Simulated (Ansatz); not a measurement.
The same path of C₂H₇NO₂Si (13 atoms, charge 0, multiplicity 1) was run twice with different band settings. The coordinate that changes most is the height of N1 over the plane of its neighbours.

Method: RKS B3LYP-D4/def2-SVP (Ansatz 0.2.0).

Relaxed end points:

```xyz
13
Properties=species:S:1:pos:R:3
N 1.855 -1.793 -0.054
C 1.085 -0.660 0.309
O -0.283 -0.752 -0.156
Si -1.501 0.328 0.131
C -0.969 2.095 -0.448
O 0.178 2.352 -0.745
H 1.906 -1.893 -1.067
H 1.450 -2.651 0.321
H 1.530 0.250 -0.121
H 1.076 -0.564 1.410
H -1.859 0.443 1.582
H -2.697 -0.099 -0.645
H -1.751 2.910 -0.501
```

```xyz
13
Properties=species:S:1:pos:R:3
N 1.611 -1.940 -0.198
C 0.961 -0.743 0.179
O -0.425 -0.762 -0.225
Si -1.567 0.370 0.139
C -0.965 2.126 -0.406
O 0.191 2.342 -0.708
H 2.364 -1.852 -0.867
H 1.819 -2.600 0.541
H 1.430 0.133 -0.297
H 0.989 -0.593 1.277
H -1.861 0.472 1.607
H -2.817 0.036 -0.595
H -1.711 2.977 -0.431
```

Common settings: movable images 9; climbing image yes; spring 5.0 eV/Å²; start path through a guess of the saddle point; force threshold 0.03 eV/Å; iteration limit 60; end points relaxed.

| run | optimiser | largest step |
| --- | --- | --- |
| 1 | quadratic models (default) | default |
| 2 | fire | 0.5 Å |

What does each run give, and how far can it be trusted?

Run 1: converged after 17 iterations, highest image 0.217 eV above the first end. The top lies less than 8 meV above the higher end, about what the thresholds resolve: that end is a shoulder or a very shallow well. A vibrational analysis at the climbing image gives one clearly imaginary mode, 243i cm⁻¹: a first-order saddle point.
Run 2: not converged after 60 iterations, highest image 0.220 eV above the first end. The band didn't meet its force threshold, so its energies are provisional: the largest band force was still 0.14 eV/Å, and over the last iterations the top stayed at 0.22 eV.
